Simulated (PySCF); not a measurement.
CH5B2N, C2H8BN, CH6BN, CH7BNSi and others (calculated)

Calculation on a computer-drawn molecule: the log of a Hartree-Fock and frozen-core CCSD(T) single point meant for a local Hartree-Fock minimum, with one planted fault or none, to be diagnosed. Offsets are logged minus clean, where the clean run is the same molecule without the fault. The reference is restricted for singlets and unrestricted otherwise, and also for a bond in bohr or an excited solution. Adding or removing an electron swaps singlet and doublet. The excited solution moves the top pair (singlet) or top alpha electron (doublet) to the lowest empty orbital. Highest occupied and lowest empty are orbital energies over both spins, largest force is the largest gradient component, triples share is (T) over the correlation energy, the T1 limit is 0.02 restricted and 0.045 unrestricted, electrons count all cores, a negative frequency is imaginary (commonest isotopes), and the dipole is about the centre of nuclear charge. Program: PySCF 2.14.0.

Common to all runs: meant multiplicity 1; logged SCF converged yes; possible faults no fault, one electron removed, one electron added, multiplicity raised by two, geometry at a saddle point, SCF held on an excited solution, minimal basis STO-3G, one bond length entered in bohr, all coordinates scaled.

(1) CH5B2N

Logged structure:
```xyz
9
CH5B2N
C      0.5965    -1.3142    -3.2366
B      0.7271    -2.2470    -1.9771
B     -0.2567    -2.0800    -0.5995
N     -0.9725    -1.9557     0.3946
H     -0.3759    -0.8340    -3.3565
H      1.3310    -0.5089    -3.0721
H      0.8858    -1.8039    -4.1691
H      1.5930    -3.0801    -1.9565
H     -1.5410    -1.8632     1.1937
```

```
meant charge                         : 0
meant basis                          : cc-pVDZ
logged electrons                     : 28
logged basis functions               : 81
logged spin squared                  : 0
logged highest occupied              : -11.192 eV
logged lowest empty                  : 1.6728 eV
logged largest force                 : 4.611e-05 hartree/bohr
logged lowest frequency              : 95.509 cm⁻¹
logged T1 diagnostic                 : 0.015642
logged D1 diagnostic                 : 0.050625
logged triples share                 : 0.032617
logged CC converged                  : yes
logged dipole magnitude              : 0.69765 debye
logged SCF stable within its kind    : yes
logged energy HF                     : -144.60426 hartree
logged energy CCSD(T)                : -145.12801 hartree
planted fault                        : no fault
HF energy offset from clean run      : 0 kcal/mol
CCSD(T) energy offset from clean run : 0 kcal/mol
```

Drawn bonds:
```tsv
atom	other atom	order
1	2	1
2	3	1
3	4	2
1	5	1
1	6	1
1	7	1
2	8	1
4	9	1
```

(2) C2H8BN

Logged structure:
```xyz
12
C2H8BN
C     -1.0827     1.1910     1.7380
B     -0.6612    -0.3128     1.5149
C      0.6704    -0.7425     0.7749
N      0.2712    -0.9782    -0.6332
H     -0.8610     1.4118     2.7938
H     -2.1531     1.3711     1.6106
H     -0.5188     1.9115     1.1395
H     -1.4243    -1.1874     1.8510
H      1.4542     0.0187     0.7748
H      1.1191    -1.6637     1.1509
H     -0.4396    -1.6893    -0.6877
H     -0.1228    -0.1454    -1.0392
```

```
meant charge                      : 0
meant basis                       : cc-pVDZ
logged electrons                  : 32
logged basis functions            : 96
logged spin squared               : 0
logged highest occupied           : -3.4196 eV
logged lowest empty               : -3.4981 eV
logged largest force              : 0.16811 hartree/bohr
logged CC converged               : no
logged dipole magnitude           : 5.3976 debye
logged SCF stable within its kind : no
logged energy HF                  : -159.01468 hartree
planted fault                     : SCF held on an excited solution
HF energy offset from clean run   : 316.4 kcal/mol
```

Drawn bonds:
```tsv
atom	other atom	order
1	2	1
2	3	1
3	4	1
1	5	1
1	6	1
1	7	1
2	8	1
3	9	1
3	10	1
4	11	1
4	12	1
```

Notes: CCSD not converged.

(3) CH6BN

Logged structure:
```xyz
9
CH6BN
C     -0.2180     0.4191     1.1008
B      2.2677    -1.2485     1.1520
N      2.9515    -1.5337     2.3325
H     -0.5352     0.7754     2.0857
H     -1.0462    -0.1493     0.6630
H     -0.0745     1.2923     0.4545
H      2.7166    -1.7031     0.1282
H      2.6584    -1.2030     3.2286
H      3.7809    -2.0882     2.3608
```

```
meant charge                         : 0
meant basis                          : cc-pVDZ
logged electrons                     : 24
logged basis functions               : 72
logged spin squared                  : 0.8444
logged highest occupied              : -8.8808 eV
logged lowest empty                  : 3.8663 eV
logged largest force                 : 0.033621 hartree/bohr
logged T1 diagnostic                 : 0.043295
logged D1 diagnostic                 : 0.19665
logged triples share                 : 0.03178
logged CC converged                  : yes
logged dipole magnitude              : 1.8761 debye
logged SCF stable within its kind    : yes
logged energy HF                     : -120.4141 hartree
logged energy CCSD(T)                : -120.85426 hartree
planted fault                        : one bond length entered in bohr, row 1 of the drawn bonds
HF energy offset from clean run      : 87.08 kcal/mol
CCSD(T) energy offset from clean run : 98.72 kcal/mol
```

Drawn bonds:
```tsv
atom	other atom	order
1	2	1
2	3	1
1	4	1
1	5	1
1	6	1
2	7	1
3	8	1
3	9	1
```

(4) CH7BNSi

Logged structure:
```xyz
11
CH7BNSi
C     -1.3768    -1.6586     0.1585
B     -1.0048    -1.6205    -1.3075
N      0.2692    -1.1593    -1.7992
Si     1.5408    -0.6039    -1.0209
H     -2.2635    -1.0914     0.2958
H     -1.6404    -2.6554     0.4118
H     -0.6599    -1.3213     0.8587
H     -1.7311    -1.9651    -2.1356
H      0.3517    -1.1994    -2.7732
H      1.5390    -0.5001     0.3848
H      2.6681    -0.2194    -1.7808
```

```
meant charge                         : 1
meant basis                          : cc-pV(D+d)Z
logged electrons                     : 38
logged basis functions               : 100
logged spin squared                  : 0
logged highest occupied              : -17.46 eV
logged lowest empty                  : -4.6651 eV
logged largest force                 : 0.032545 hartree/bohr
logged T1 diagnostic                 : 0.012326
logged D1 diagnostic                 : 0.042999
logged triples share                 : 0.02645
logged CC converged                  : yes
logged dipole magnitude              : 4.3663 debye
logged SCF stable within its kind    : yes
logged energy HF                     : -409.80219 hartree
logged energy CCSD(T)                : -410.33656 hartree
planted fault                        : all coordinates scaled, by -3.1 %
HF energy offset from clean run      : 6.834 kcal/mol
CCSD(T) energy offset from clean run : 10.81 kcal/mol
```

Drawn bonds:
```tsv
atom	other atom	order
1	2	1
2	3	1
3	4	1
1	5	1
1	6	1
1	7	1
2	8	1
3	9	1
4	10	1
4	11	1
```

(5) CH8BNSi

Logged structure:
```xyz
12
CH8BNSi
C      0.4071    -0.0204     1.0875
B      0.1236     0.9870    -0.1012
N     -0.9598     1.8950    -0.1180
Si    -2.2112     2.1573     1.0715
H      1.4097     0.1606     1.4911
H     -0.3010     0.0196     1.9196
H      0.4173    -1.0472     0.7046
H      0.8669     0.9903    -1.0523
H     -1.0207     2.4759    -0.9334
H     -3.0867     3.2267     0.5419
H     -1.6514     2.5872     2.3715
H     -3.0171     0.9379     1.2986
```

```
meant charge                         : 0
meant basis                          : cc-pV(D+d)Z
logged electrons                     : 41
logged basis functions               : 105
logged spin squared                  : 0.7615
logged highest occupied              : 2.276 eV
logged lowest empty                  : 8.5465 eV
logged largest force                 : 0.081894 hartree/bohr
logged T1 diagnostic                 : 0.018368
logged D1 diagnostic                 : 0.1065
logged triples share                 : 0.027725
logged CC converged                  : yes
logged dipole magnitude              : 4.6123 debye
logged SCF stable within its kind    : yes
logged energy HF                     : -410.55241 hartree
logged energy CCSD(T)                : -411.15451 hartree
planted fault                        : one electron added
HF energy offset from clean run      : 73.61 kcal/mol
CCSD(T) energy offset from clean run : 58.42 kcal/mol
```

Drawn bonds:
```tsv
atom	other atom	order
1	2	1
2	3	1
3	4	1
1	5	1
1	6	1
1	7	1
2	8	1
3	9	1
4	10	1
4	11	1
4	12	1
```

Notes: highest electron not bound in this basis.

(6) CH8BNSi

Logged structure:
```xyz
12
CH8BNSi
C      0.4071    -0.0204     1.0875
B      0.1236     0.9870    -0.1012
N     -0.9598     1.8950    -0.1180
Si    -2.2112     2.1573     1.0715
H      1.4097     0.1606     1.4911
H     -0.3010     0.0196     1.9196
H      0.4173    -1.0472     0.7046
H      0.8669     0.9903    -1.0523
H     -1.0207     2.4759    -0.9334
H     -3.0867     3.2267     0.5419
H     -1.6514     2.5872     2.3715
H     -3.7341    -0.1472     1.5006
```

```
meant charge                         : 0
meant basis                          : cc-pV(D+d)Z
logged electrons                     : 40
logged basis functions               : 105
logged spin squared                  : 0.8022
logged highest occupied              : -8.8312 eV
logged lowest empty                  : 1.904 eV
logged largest force                 : 0.010357 hartree/bohr
logged T1 diagnostic                 : 0.045683
logged D1 diagnostic                 : 0.22819
logged triples share                 : 0.032234
logged CC converged                  : yes
logged dipole magnitude              : 0.98693 debye
logged SCF stable within its kind    : yes
logged energy HF                     : -410.55529 hartree
logged energy CCSD(T)                : -411.12508 hartree
planted fault                        : one bond length entered in bohr, row 11 of the drawn bonds
HF energy offset from clean run      : 71.8 kcal/mol
CCSD(T) energy offset from clean run : 76.89 kcal/mol
```

Drawn bonds:
```tsv
atom	other atom	order
1	2	1
2	3	1
3	4	1
1	5	1
1	6	1
1	7	1
2	8	1
3	9	1
4	10	1
4	11	1
4	12	1
```

Notes: T1 above single-reference limit.

(7) CH6BOSi

Logged structure:
```xyz
10
CH6BOSi
C      1.2974     2.8603    -0.7652
B      0.3606     2.4263    -1.8801
O     -0.3744     1.2429    -1.7515
Si    -1.1971    -0.0222    -1.6714
H      2.2806     3.0109    -1.1684
H      1.3577     2.1855     0.0613
H      0.9837     3.8230    -0.4063
H      0.1654     2.9906    -2.8816
H     -0.6382    -1.2339    -2.1749
H     -2.4967     0.0434    -1.0876
```

```
meant charge                         : 1
meant basis                          : cc-pV(D+d)Z
logged electrons                     : 38
logged basis functions               : 95
logged spin squared                  : 0
logged highest occupied              : -17.217 eV
logged lowest empty                  : -4.8362 eV
logged largest force                 : 0.018773 hartree/bohr
logged T1 diagnostic                 : 0.015661
logged D1 diagnostic                 : 0.057259
logged triples share                 : 0.024707
logged CC converged                  : yes
logged dipole magnitude              : 5.0543 debye
logged SCF stable within its kind    : yes
logged energy HF                     : -429.64686 hartree
logged energy CCSD(T)                : -430.18779 hartree
planted fault                        : all coordinates scaled, by -2.0 %
HF energy offset from clean run      : 2.589 kcal/mol
CCSD(T) energy offset from clean run : 5.034 kcal/mol
```

Drawn bonds:
```tsv
atom	other atom	order
1	2	1
2	3	1
3	4	1
1	5	1
1	6	1
1	7	1
2	8	1
4	9	1
4	10	1
```

(8) CH7BOSi

Logged structure:
```xyz
11
CH7BOSi
C      0.7620     0.7746    -0.6854
B     -0.4003     0.1879     0.2109
O     -1.3827     0.9412     0.7680
Si    -1.8359     2.5329     0.8214
H      0.7715     0.2659    -1.6559
H      0.7142     1.8523    -0.8627
H      1.7279     0.5470    -0.2193
H     -0.4428    -0.9960     0.4348
H     -0.7609     3.3517     1.4203
H     -2.1266     3.0287    -0.5403
H     -3.0495     2.6159     1.6529
```

```
meant charge                         : 0
meant basis                          : cc-pV(D+d)Z
logged electrons                     : 40
logged basis functions               : 100
logged spin squared                  : 2.0185
logged highest occupied              : -5.0748 eV
logged lowest empty                  : -2.0583 eV
logged largest force                 : 0.071261 hartree/bohr
logged T1 diagnostic                 : 0.023726
logged D1 diagnostic                 : 0.138
logged triples share                 : 0.02855
logged CC converged                  : yes
logged dipole magnitude              : 1.622 debye
logged SCF stable within its kind    : yes
logged energy HF                     : -430.28514 hartree
logged energy CCSD(T)                : -430.87619 hartree
planted fault                        : multiplicity raised by two
HF energy offset from clean run      : 148.4 kcal/mol
CCSD(T) energy offset from clean run : 142.1 kcal/mol
```

Drawn bonds:
```tsv
atom	other atom	order
1	2	1
2	3	1
3	4	1
1	5	1
1	6	1
1	7	1
2	8	1
4	9	1
4	10	1
4	11	1
```

(9) CH7BOSi

Structure as in entry 8.

```
meant charge                         : 0
meant basis                          : cc-pV(D+d)Z
logged electrons                     : 39
logged basis functions               : 100
logged spin squared                  : 0.7766
logged highest occupied              : -18.048 eV
logged lowest empty                  : -8.2289 eV
logged largest force                 : 0.095642 hartree/bohr
logged T1 diagnostic                 : 0.04308
logged D1 diagnostic                 : 0.26482
logged triples share                 : 0.028706
logged CC converged                  : yes
logged dipole magnitude              : 1.6933 debye
logged SCF stable within its kind    : yes
logged energy HF                     : -430.1482 hartree
logged energy CCSD(T)                : -430.71884 hartree
planted fault                        : one electron removed
HF energy offset from clean run      : 234.3 kcal/mol
CCSD(T) energy offset from clean run : 240.8 kcal/mol
```

Drawn bonds:
```tsv
atom	other atom	order
1	2	1
2	3	1
3	4	1
1	5	1
1	6	1
1	7	1
2	8	1
4	9	1
4	10	1
4	11	1
```

(10) CH4B2F

Logged structure:
```xyz
8
CH4B2F
C     -2.6011    -0.6319    -0.3289
B     -1.9973     0.6396     0.3060
B     -0.3892     1.1785    -0.2038
F      0.7226     1.5575    -0.5467
H     -3.3479    -1.0882     0.3216
H     -3.1471    -0.2631    -1.2163
H     -1.8925    -1.3813    -0.6809
H     -2.4875     1.3918     1.0842
```

```
meant charge                         : 1
meant basis                          : cc-pVDZ
logged electrons                     : 28
logged basis functions               : 24
logged spin squared                  : 0
logged highest occupied              : -18.033 eV
logged lowest empty                  : -2.9692 eV
logged largest force                 : 0.016551 hartree/bohr
logged T1 diagnostic                 : 0.018506
logged D1 diagnostic                 : 0.058252
logged triples share                 : 0.047225
logged CC converged                  : yes
logged dipole magnitude              : 1.9157 debye
logged SCF stable within its kind    : yes
logged energy HF                     : -186.32615 hartree
logged energy CCSD(T)                : -186.52593 hartree
planted fault                        : minimal basis STO-3G
HF energy offset from clean run      : 1519 kcal/mol
CCSD(T) energy offset from clean run : 1717 kcal/mol
```

Drawn bonds:
```tsv
atom	other atom	order
1	2	1
2	3	1
3	4	1
1	5	1
1	6	1
1	7	1
2	8	1
```
